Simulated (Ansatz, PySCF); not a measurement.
CH3F3OSn, SMILES [O](C)[Sn]([F])([F])[F]. Atoms are numbered in the order given.

```xyz
9

C     -2.5972    -0.0567    -0.6822
O     -1.4744     0.7718    -0.4484
Sn     0.2325    -0.0004     0.0731
F      0.8976    -1.2307    -1.2331
F      1.5234     1.3836     0.2980
F      0.1135    -0.9782     1.7138
H     -3.4300     0.6061    -0.9617
H     -2.4324    -0.7665    -1.5114
H     -2.8981    -0.6231     0.2162
```
Charge 0, spin multiplicity 1.

Geometry optimised at PBE0-D3(BJ)/def2-SVP. The structure was generated by enumeration; whether it is a known compound was not checked. The def2 effective core potentials stand for the cores of Sn; spin–orbit coupling is left out. Other conformers were not sampled.

Two levels are set side by side: PBE-D3(BJ)/def2-SVP (Ansatz, an electronic-structure program) and PBE0-D3(BJ)/def2-SVP (Ansatz). Each level has its own optimised geometry; the coordinates shown are those of the second. Frequencies come from the Hessian of PySCF at each geometry. Differences are taken from unrounded values.

```json
[
 {"quantity": "mean bond length (Å)", "PBE0-D3(BJ)": "1.550", "PBE-D3(BJ)": "1.570", "PBE-D3(BJ) minus PBE0-D3(BJ)": "0.020"},
 {"quantity": "bond C1–O2 (Å)", "PBE0-D3(BJ)": "1.415", "PBE-D3(BJ)": "1.430", "PBE-D3(BJ) minus PBE0-D3(BJ)": "0.015"},
 {"quantity": "bond O2–Sn3 (Å)", "PBE0-D3(BJ)": "1.945", "PBE-D3(BJ)": "1.983", "PBE-D3(BJ) minus PBE0-D3(BJ)": "0.038"},
 {"quantity": "bond Sn3–F4 (Å)", "PBE0-D3(BJ)": "1.914", "PBE-D3(BJ)": "1.941", "PBE-D3(BJ) minus PBE0-D3(BJ)": "0.027"},
 {"quantity": "bond Sn3–F5 (Å)", "PBE0-D3(BJ)": "1.906", "PBE-D3(BJ)": "1.932", "PBE-D3(BJ) minus PBE0-D3(BJ)": "0.026"},
 {"quantity": "bond Sn3–F6 (Å)", "PBE0-D3(BJ)": "1.914", "PBE-D3(BJ)": "1.941", "PBE-D3(BJ) minus PBE0-D3(BJ)": "0.027"},
 {"quantity": "bond C1–H7 (Å)", "PBE0-D3(BJ)": "1.100", "PBE-D3(BJ)": "1.110", "PBE-D3(BJ) minus PBE0-D3(BJ)": "0.009"},
 {"quantity": "bond C1–H8 (Å)", "PBE0-D3(BJ)": "1.104", "PBE-D3(BJ)": "1.113", "PBE-D3(BJ) minus PBE0-D3(BJ)": "0.009"},
 {"quantity": "bond C1–H9 (Å)", "PBE0-D3(BJ)": "1.104", "PBE-D3(BJ)": "1.113", "PBE-D3(BJ) minus PBE0-D3(BJ)": "0.009"},
 {"quantity": "highest harmonic wavenumber (cm⁻¹)", "PBE0-D3(BJ)": "3149", "PBE-D3(BJ)": "3045", "PBE-D3(BJ) minus PBE0-D3(BJ)": "-104"},
 {"quantity": "mean harmonic wavenumber (cm⁻¹)", "PBE0-D3(BJ)": "997", "PBE-D3(BJ)": "956", "PBE-D3(BJ) minus PBE0-D3(BJ)": "-42"},
 {"quantity": "zero-point energy (kcal/mol)", "PBE0-D3(BJ)": "29.95", "PBE-D3(BJ)": "28.69", "PBE-D3(BJ) minus PBE0-D3(BJ)": "-1.26"}
]
```

GGA bonds tend to be longer and softer than those of functionals with exact exchange. Differences between two approximate levels are no errors against the true value.
